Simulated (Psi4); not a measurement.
Pair of molecules: CH4 (SMILES C) (first 5 atoms) with CH3F (SMILES CF); geometry from B3LYP-D3(BJ)/def2-TZVP, rigid monomers moved along the line of their centres of mass till H3···F7 is 4.70 Å.
(charge 0, multiplicity 1):
```xyz
10

C      0.02743    -0.00824     0.12951
H     -0.21484    -1.06688     0.21923
H     -0.37782     0.53288     0.98270
H      1.10976     0.11449     0.09976
H     -0.40413     0.38253    -0.79104
C      0.12901    -0.54614     5.84973
F     -0.55785     0.65143     5.68263
H     -0.54895    -1.37243     5.63315
H      0.97404    -0.56495     5.16116
H      0.47979    -0.60624     6.88066
```

Calculation: SAPT0/jun-cc-pV(D+d)Z in Psi4.

Give the four SAPT terms and the total, and say what mostly holds the pair together.

electrostatics -0.03, exchange 0.00, induction 0.00, dispersion -0.04, total -0.07 kcal/mol; the largest attraction is dispersion.
